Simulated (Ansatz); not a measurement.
CH$_{2}$Cl (SMILES [CH2]Cl), doublet, at a GFN2-xTB geometry; MP2/aug-cc-pVDZ run with Ansatz (a quantum-chemistry and plane-wave program).

Ansatz was given this input:
Ansatz 0.2 input:
```yaml
crystal:
  periodic: [false, false, false]
  atoms:
    - {symbol: C, position_ang: [0.00128034, -0.21316871, -1.07804677]}
    - {symbol: Cl, position_ang: [-0.00067229, 0.11193254, 0.56607046]}
    - {symbol: H, position_ang: [0.94272613, -0.30818573, -1.57707968]}
    - {symbol: H, position_ang: [-0.93897920, -0.31565514, -1.57783752]}
basis:
  gaussian:
    orbitals: aug-cc-pVDZ
magnetization: {spin_polarized: true, initial_magnetization: 1}
correlation: {method: mp2, electrons: outside_noble_gas}
accuracy: high
```

Problem. Predict the main parts of the log of this Ansatz run.

Solution. 
```
Functional definition: HF
1311 factors; integrals over basis functions are off by at most 3.8e-9 eV
mean field evaluation 1: about -13563.6276 eV, gradient 1.0e1 eV
mean field evaluation 2: about -13563.6471 eV, gradient 1.0e1 eV
mean field evaluation 4: about -13564.5301 eV, gradient 1.8e0 eV
mean field evaluation 8: about -13564.5893 eV, gradient 1.0e-1 eV
mean field -13564.58950040 eV, -498.4894697306 hartree, gradient 3.1e-8 eV, S^2 0.766080; 0 other end points of the search recorded, 0 dependent functions left out
6 core orbitals not correlated
reference -13564.58950040 eV, -498.4894697306 hartree; 7, 6 occupied and 55, 56 virtual orbitals, 1311 factors
second order -7.35942151 eV of doubles, -0.00000000 eV of singles
Total energy: -13571.94892191 eV, -498.7599234827 hartree
```
